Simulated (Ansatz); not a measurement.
One change: `[SiH3][GeH2][SiH2]Cl` becomes `B[SiH2][GeH2][SiH3]`.

Ansatz, PBE0-D4/def2-TZVP geometries, multiplicity 1. Each molecule was computed in one conformer, which needn't be the lowest.

Scalar relativity is left out up to krypton.

```json
{"property": "HOMO energy (ωB97M-V/def2-TZVPP) / eV", "`[SiH3][GeH2][SiH2]Cl`": "-9.90"}
{"property": "LUMO energy (PBE/def2-TZVPP) / eV", "`[SiH3][GeH2][SiH2]Cl`": "-1.36"}
{"property": "size of the dipole moment (B3LYP/def2-TZVPP) / D", "`[SiH3][GeH2][SiH2]Cl`": "1.22"}
{"property": "LUMO energy (B3LYP/def2-TZVPP) / eV", "`[SiH3][GeH2][SiH2]Cl`": "-0.70"}
{"property": "LUMO energy (PBE0/def2-TZVPP) / eV", "`[SiH3][GeH2][SiH2]Cl`": "-0.54"}
{"property": "LUMO energy (ωB97M-V/def2-TZVPP) / eV", "`[SiH3][GeH2][SiH2]Cl`": "1.22"}
```

Question: Give the same properties after the change, and the shifts. (Best estimate.)

Answer: Computed: 
```
                                        property  `B[SiH2][GeH2][SiH3]`  shift
           HOMO energy (ωB97M-V/def2-TZVPP) / eV                  -9.66   0.24
               LUMO energy (PBE/def2-TZVPP) / eV                  -3.41  -2.05
size of the dipole moment (B3LYP/def2-TZVPP) / D                   0.16  -1.06
             LUMO energy (B3LYP/def2-TZVPP) / eV                  -2.66  -1.96
              LUMO energy (PBE0/def2-TZVPP) / eV                  -2.48  -1.94
           LUMO energy (ωB97M-V/def2-TZVPP) / eV                  -0.60  -1.82
```

With PBE0 the HOMO rises by 0.20 eV and the LUMO falls by 1.94 eV, so the gap narrows by about 2.14 eV. PBE moves the HOMO by 0.10 eV and ωB97M-V by 0.24 eV. The zero-point energy changes by 47.3 kJ/mol with +6 modes. Dipoles are sizes alone; their direction can turn.

Positive LUMOs are unbound, so they and the gaps depend on the basis.

B3LYP here is the variant with VWN-RPA as its local correlation; programs differ in this.
